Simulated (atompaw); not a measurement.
# tantalum (Ta): one change to a PAW (atompaw) potential, before and after

```
Element                 : tantalum (Ta)
Generator               : atompaw 4.2.0.5
Type                    : PAW
Functional              : PBE
Relativity              : scalar-relativistic
Frozen core             : [Kr] 4d10 4f14 5s2
Valence charge          : 11
Reference configuration : 5p6 5d3 6s2 6p0
Partial waves           : 6s (bound): rc 3.00 bohr; 6s channel at 0.05 Ry: rc 3.00 bohr; 5p (bound): rc 2.00 bohr; 6p (bound, empty): rc 2.60 bohr; 5d (bound): rc 3.00 bohr; 5d channel at 1.35 Ry: rc 3.00 bohr
Local potential         : bessel scheme, radius 2.45 bohr
Core correction         : smooth core density matched at 1.65 bohr
Augmentation charge     : sinc compensation charge, radius 2.40 bohr; PAW radius 3.00 bohr; waves and projectors: custom polynom2 7 10 vanderbiltortho
```

Change: wave 5d (bound): rc 3.00 bohr becomes 5d (bound): rc 2.04 bohr.

Cutoffs: the cutoffs (Ry, on a coarse ladder) from which the occupation-weighted sum of valence levels, in a spherical-Bessel basis at the reference potential, stays within 10 and 1 mRy of its value at 400 Ry; they do not see the model core or the augmentation charge, which bear on the density cutoff.

Question: What does the change do?

Answer: The potential gets softer (21 Ry and 35 Ry → 21 Ry and 25 Ry); neither file shows a bound ghost.

```tsv
quantity	base	changed
cutoff, loose	21 Ry	21 Ry
cutoff, tight	35 Ry	25 Ry
loose cutoff by channel (10 mRy a level)	s 6 Ry, p 18 Ry, d 10 Ry	s 6 Ry, p 18 Ry, d 18 Ry
bound ghosts	none	none
s: phases at 3.02 bohr within 0.05 rad from the reference energy up to (Ry; the scan ends near 5)	2.4	2.4
p: phases at 3.02 bohr within 0.05 rad from the reference energy up to (Ry; the scan ends near 5)	4.8	4.8
d: phases at 3.02 bohr within 0.05 rad from the reference energy up to (Ry; the scan ends near 5)	2.0	2.0
lowest overlap eigenvalue by channel	s 0.63, p 0.52, d 0.91	s 0.63, p 0.52, d 0.52
```

 The cutoffs see the waves, projectors and local potential, not the compensation charge or the core.
